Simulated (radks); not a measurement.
Values are calculated unless marked as measured or tabulated.
Problem. Spherical quantum dot in the effective-mass picture: electrons in a parabolic well V = omega^2 r^2 / 2 with omega = 1.01, with a point charge +2 (a donor) at the centre, all in effective atomic units (hartree* = m*/eps^2 hartree, bohr* = eps/m* bohr), one dielectric constant everywhere. Level of theory: non-relativistic Kohn-Sham, LDA (Slater exchange, Perdew-Wang correlation), spin-polarised, spherical densities (a radial shooting solver with Libxc functionals). Levels are named by radial order and angular momentum (1s, 1p, 1d, 2s, ...), and open shells are averaged over m. Results are scaled to m* = 0.119 and eps = 9.5, for which hartree* = 35.88 meV and bohr* = 4.225 nm. At N = 25 the configuration is 1s2 1p6 1d10 2s2 1f(up 5, down 0). Does electron 26 go into 1f up or 2p up or 1f down?

Solution. Into 1f up. The total energies of the other choices lie higher by 1.48 meV (2p up), 2.13 meV (1f down).
